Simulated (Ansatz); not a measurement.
Ansatz (a first-principles code) input (CCSD(T)/aug-cc-pV(D+d)Z):
A basis named .json is the Basis Set Exchange file of that set.

Ansatz 0.2 input:
```yaml
crystal:
  periodic: [false, false, false]
  atoms:
    - {symbol: Si, position_ang: [-0.00984806, 0.48601151, 0.09872435]}
    - {symbol: F, position_ang: [1.28165584, -0.45653444, 0.11660394]}
    - {symbol: F, position_ang: [-1.27897468, -0.45421375, -0.15025145]}
    - {symbol: H, position_ang: [0.11374241, 1.39257256, -1.07931323]}
basis:
  gaussian:
    orbitals: aug-cc-pV_D+d_Z.json
magnetization: {spin_polarized: true, initial_magnetization: 1}
correlation: {method: ccsd_t, electrons: outside_noble_gas}
output: {forces: true}
```

End of the output:

```
integrals: 0.14 GiB planned
849 factors; integrals over basis functions are off by at most 5.2e-4 eV
0.56 GiB of device memory are held for the factors and their scratch space
mean field: 0.31 GiB planned
mean field evaluation 1: about -13290.3349 eV, gradient 2.4e1 eV
mean field evaluation 2: about -13290.3483 eV, gradient 2.5e1 eV
mean field evaluation 4: about -13292.8400 eV, gradient 2.1e0 eV
mean field evaluation 8: about -13292.9129 eV, gradient 2.8e-1 eV
mean field evaluation 16: about -13290.3349 eV, gradient 2.4e1 eV
mean field -13292.91476097 eV, -488.5056072045 hartree, gradient 1.8e-6 eV, S^2 0.754306; 0 other end points of the search recorded, 0 dependent functions left out
7 core orbitals not correlated
reference -13292.91476097 eV, -488.5056072045 hartree; 10, 9 occupied and 70, 71 virtual orbitals, 849 factors
densities: 2.13 GiB planned
second order -13.39069886 eV of doubles, -0.00000000 eV of singles
coupled cluster: 1.25 GiB planned
cycle   1  -13.33485075 eV  change    5.6e-2 eV  update   9.5e-2
cycle   2  -13.65153962 eV  change   -3.2e-1 eV  update   2.8e-2
cycle   3  -13.74356162 eV  change   -9.2e-2 eV  update   1.6e-2
cycle   4  -13.73926503 eV  change    4.3e-3 eV  update   4.1e-3
cycle   5  -13.73657707 eV  change    2.7e-3 eV  update   2.1e-3
cycle   6  -13.73785750 eV  change   -1.3e-3 eV  update   7.9e-4
cycle   7  -13.73803184 eV  change   -1.7e-4 eV  update   3.1e-4
cycle   8  -13.73797610 eV  change    5.6e-5 eV  update   1.2e-4
cycle   9  -13.73801201 eV  change   -3.6e-5 eV  update   5.0e-5
cycle  10  -13.73801102 eV  change    9.9e-7 eV  update   1.7e-5
cycle  11  -13.73800998 eV  change    1.0e-6 eV  update   7.6e-6
cycle  12  -13.73801376 eV  change   -3.8e-6 eV  update   2.8e-6
perturbative correction -0.32213202 eV, -0.0118381332 hartree
the calculation of the forces begins
0.56 GiB of device memory are held for the factors and their scratch space
Total energy: -13306.97490675 eV, -489.0223080315 hartree
Atom 0 at    -0.009848     0.486012     0.098724 Å, force    -0.004858     1.081746     0.056023 eV/Å
Atom 1 at     1.281656    -0.456534     0.116604 Å, force     0.753467    -0.569795     0.046912 eV/Å
Atom 2 at    -1.278975    -0.454214    -0.150251 Å, force    -0.747970    -0.568434    -0.109560 eV/Å
Atom 3 at     0.113742     1.392573    -1.079313 Å, force    -0.000639     0.056483     0.006625 eV/Å
Dipole moment:    -0.001849     0.306869     0.020411 e Å
```

It need not be the lowest isomer of its formula.
